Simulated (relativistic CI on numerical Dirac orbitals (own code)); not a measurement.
Sensitivity of the levels of Au25+ to α and to the nuclear radius

These numbers are calculated, not measured: Dirac-Coulomb-Breit CI, KLI orbitals optimised for each configuration, derivatives by finite differences, unscaled Slater integrals, QED left out (own radial code, finite nucleus).

CI space (outside the closed core [Ar] 3d10 4p6 4d10): 4s²4f⁸, 4s4f⁹, 4f¹⁰. Levels of other configurations are missing.

With x = (α/α₀)² − 1 an excitation energy changes as ω = ω₀ + qx; K = 2q/ω₀ is the relative enhancement. Terms are leading LS components, so labels can repeat. The field-shift factor is F = δν/δ⟨r²⟩ for the transition from the lowest level.

Lowest level 4s²4f⁸ ⁷F6.

| Level | ω₀ (cm⁻¹) | q (cm⁻¹) | K | F (GHz/fm²) |
| --- | --- | --- | --- | --- |
| 4s²4f⁸ ⁷F4 | 15800.9 | 1134 | 0.144 | 0.228 |
| 4s²4f⁸ ⁷F5 | 16295.9 | 20840 | 2.56 | 1.15 |
| 4s²4f⁸ ⁷F3 | 26082.7 | 23350 | 1.79 | 1.37 |
| 4s²4f⁸ ⁷F2 | 28402.9 | 18020 | 1.27 | 1.14 |
| 4s²4f⁸ ⁷F1 | 33333.0 | 30160 | 1.81 | 1.76 |
| 4s²4f⁸ ⁷F0 | 34346.9 | 29020 | 1.69 | 1.72 |
| 4s²4f⁸ ⁵D4 | 53396.1 | 23080 | 0.864 | 1.69 |
| 4s²4f⁸ ³H6 | 54221.6 | -13470 | -0.497 | 0.0299 |
| 4s²4f⁸ ⁵L10 | 64084.4 | 5632 | 0.176 | 1.09 |
| 4s²4f⁸ ⁵G4 | 68412.9 | 613.3 | 0.0179 | 0.84 |
| 4s²4f⁸ ⁵H7 | 70408.2 | 1839 | 0.0522 | 0.95 |
| 4s²4f⁸ ⁵H5 | 72498.3 | 12290 | 0.339 | 1.43 |
| 4s²4f⁸ ³P2 | 74746.3 | 11050 | 0.296 | 1.38 |
| 4s²4f⁸ ⁵L9 | 75339.4 | 16500 | 0.438 | 1.71 |
| 4s²4f⁸ ⁵L8 | 75707.3 | 9656 | 0.255 | 1.39 |
| 4s²4f⁸ ⁵G3 | 77281.8 | 14340 | 0.371 | 1.58 |
| 4s²4f⁸ ⁵L6 | 78626.0 | 20220 | 0.514 | 1.88 |
| 4s²4f⁸ ⁵G2 | 83401.5 | 19200 | 0.46 | 1.87 |
| 4s²4f⁸ ⁵L7 | 88401.4 | 28530 | 0.646 | 2.4 |
| 4s²4f⁸ ⁵I6 | 88841.6 | 14600 | 0.329 | 1.75 |
| 4s²4f⁸ ⁵F5 | 89736.8 | 6317 | 0.141 | 1.37 |
| 4s²4f⁸ ⁵D3 | 90691.4 | 45050 | 0.993 | 3.14 |
| 4s²4f⁸ ³P0 | 91581.5 | 17280 | 0.377 | 1.86 |

At this charge energies of transitions that change n are usually good to better than 1 %, and those within a shell (Δn = 0) to a few per cent. Terms inside the open d or f shell come out 10 to 20 % too wide with unscaled integrals.
